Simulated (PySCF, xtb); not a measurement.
C2H5FN2Si, SMILES [C@H]1([Si@@H](C=N1)N)F. The values are those of a single conformer.

Harmonic wavenumbers (cm⁻¹) from GFN2-xTB in xtb 6.7.1 at its own minimum, in rising order: 86, 118, 181, 234, 318, 461, 479, 502, 559, 609, 645, 789, 810, 852, 941, 987, 1048, 1123, 1208, 1272, 1492, 1630, 2312, 2917, 3047, 3460, 3502.

What does PBE-D3(BJ)/def2-SVP run with PySCF give at its own minimum? (An estimate is asked for; the answer gives what the named calculation found.)

76, 93, 177, 285, 317, 369, 477, 542, 576, 673, 736, 775, 854, 875, 903, 964, 1073, 1150, 1235, 1289, 1485, 1556, 2133, 2963, 3040, 3509, 3611. Paired by order, the mean absolute difference is 41 cm⁻¹ and the zero-point energies are 45.1 and 45.4 kcal/mol.
